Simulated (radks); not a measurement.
Values are calculated unless marked as measured or tabulated.
Problem. The mean radii <r> (bohr) of the occupied orbitals of an atom or ion are listed with their occupations. Level of theory: scalar-relativistic Kohn-Sham, PBE, spin-polarised, spherical densities, finite nucleus; Fermi nuclear charge, rms radius of each element as measured or else 0.836 A^(1/3) + 0.57 fm (a radial shooting solver on a logarithmic mesh with Libxc functionals).

orbital  occ.      <r>
1s down     1  0.03707
1s up       1  0.03707
2s down     1   0.1626
2s up       1   0.1626
2p down     3   0.1417
2p up       3   0.1417
3s down     1   0.4583
3s up       1   0.4583
3p down     3   0.4619
3p up       3   0.4619
3d down     5   0.4519
3d up       5   0.4520
4s up       1    1.192
4s down     1    1.190
4p up       3    1.322
4p down     3    1.318
4f up       1    3.807

Name the element and its charge. Open shells, if any, are filled with parallel spins first.

Solution. Z = 40, zirconium, charge +3: Zr3+ in [Kr] 4f1. The 1s radius gives Z: for a bare nucleus <r> = (2 gamma + 1)/(2Z) with gamma = sqrt(1 - (Z/c)^2), 0.03641 bohr for Z = 40, and screening makes it slightly larger (0.03707 here). The occupations add up to 37, and the charge is Z minus that.
